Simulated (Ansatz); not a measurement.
Ideal-gas functions of `C[SiH]1[AlH][Se]1` at 800 K and 1 bar, from an Ansatz frequency run at PBE0-D4/def2-TZVP.

Molar mass 151.08 g/mol, point group C1 (symmetry number 1), electronic degeneracy 1, moments of inertia 136.724, 243.21, 342.39 u Å². Harmonic wavenumbers (cm⁻¹, unscaled): 139, 146, 167, 291, 348, 411, 477, 481, 617, 661, 725, 784, 901, 1267, 1441, 1446, 1960, 2197, 3048, 3130, 3150.

Use S(trans) = R[1.5 ln M + 2.5 ln T − 1.1517]; rotational temperatures θ = 24.2544 K / I; S(rot) = R[ln(√π/σ · √(T³/θAθBθC)) + 1.5]; for each mode x = 1.438777 ν̃/T, S = R[x/(eˣ − 1) − ln(1 − e⁻ˣ)] and H = RT x/(eˣ − 1); 1 cm⁻¹ = 0.0119627 kJ/mol; R = 8.31446 J/(mol·K).

Task: By hand: the entropy, in J/(mol·K).

Result: Translation 192.0. Rotation: θ = 0.1774, 0.0997, 0.0708 K, giving 128.4. Vibration, mode by mode: 19.86, 19.46, 18.35, 13.79, 12.35, 11.01, 9.84, 9.77, 7.86, 7.35, 6.67, 6.11, 5.16, 3.06, 2.39, 2.38, 1.14, 0.81, 0.23, 0.20, 0.19, in all 158.0. Electronic 0.0. Sum 478.4 J/(mol·K).

Task: By hand: H − E and G − E in kJ/mol, counted from the electronic energy.

Result: Zero-point energy ½ × 23787 × 0.0119627 = 142.3; thermal vibration 62.3; translation, rotation and pV give 4 RT = 26.6. H − E = 231.2 kJ/mol, and G − E = 231.2 − 800 × 478.4/1000 = -151.5 kJ/mol.

Vibration gives 33 % of the entropy, 39.3 J/(mol·K) of it from the modes under 150 cm⁻¹: soft modes count most, and the harmonic formula is weakest for them. The sum counts one conformer and one mirror image; others add a mixing term.
